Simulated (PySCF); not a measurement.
Cartesian coordinates in Å; atom numbers follow the order of the lines, from 1:
```xyz
14

F     0.106    2.082    1.759
Si    0.075    1.559    0.226
C     1.343    0.185   -0.073
C     0.670   -1.180    0.146
Si   -1.159   -1.065   -0.367
N    -1.347    0.635   -0.062
H     0.159    2.781   -0.553
H     1.696    0.246   -1.104
H     2.226    0.283    0.559
H     1.218   -1.963   -0.379
H     0.718   -1.430    1.207
H    -1.385   -1.362   -1.788
H    -2.067   -1.838    0.483
H    -2.254    1.067   -0.076
```

Geometry: GFN2-xTB; GIAO shifts from PySCF 2.14, gas phase, non-relativistic, averaged over equivalent atoms.

At mPW1PW91/pcSseg-1 (156 basis functions, 17 s wall time on 1 thread of an Intel Xeon Platinum 8488C, shared host):
| atoms | δ (ppm) |
| --- | --- |
| F1 | -155.6 |
| Si2 | 2.3 |
| Si5 | -23.8 |
| C3 | 10.2 |
| C4 | 5.7 |
| N6 | 39.3 |
| H7 | 5.15 |
| H13 | 5.00 |
| H12 | 4.83 |
| H9 | 1.25 |
| H11 | 1.17 |
| H10 | 1.10 |
| H14 | 0.94 |
| H8 | 0.56 |

Shifts are taken against calculated references (same method and geometry level): CFCl3 for ¹⁹F (σ = 171.58 ppm); TMS for ²⁹Si (σ = 347.91 ppm), ¹³C (σ = 186.06 ppm), ¹H (σ = 31.77 ppm); ¹⁵N (σ = 266.26 ppm) vs NH3.

**Question.** What do these become at PBE0/pcSseg-1?

**Answer.** 
```
atoms  δ at PBE0/pcSseg-1  change
   F1              -154.7    +0.9
  Si2                 3.0    +0.7
  Si5               -23.9    -0.1
   C3                10.2    +0.0
   C4                 5.7    +0.0
   N6                40.4    +1.1
   H7                5.19   +0.04
  H13                5.06   +0.06
  H12                4.88   +0.05
   H9                1.26   +0.01
  H11                1.19   +0.02
  H10                1.12   +0.02
  H14                0.96   +0.02
   H8                0.57   +0.01
```

Chemical shifts δ = σref − σ; ¹⁹F (σ = 170.95 ppm) vs CFCl3; TMS for ²⁹Si (σ = 349.16 ppm) and ¹³C (σ = 186.93 ppm) and ¹H (σ = 31.72 ppm); ¹⁵N (σ = 267.73 ppm) against NH3, all at this level.

The largest change is at N6 (nitrogen bonded to 2 Si, H, in a 5-membered ring). Cost: 156 basis functions, about 70 core-seconds.

Unscaled 19F shifts against computed CFCl3 carry errors that often reach 10 to 50 ppm. Experimental scales use liquid or dissolved standards, which lie at an offset from isolated NH3 (liquid NH3: subtract about 20 ppm).
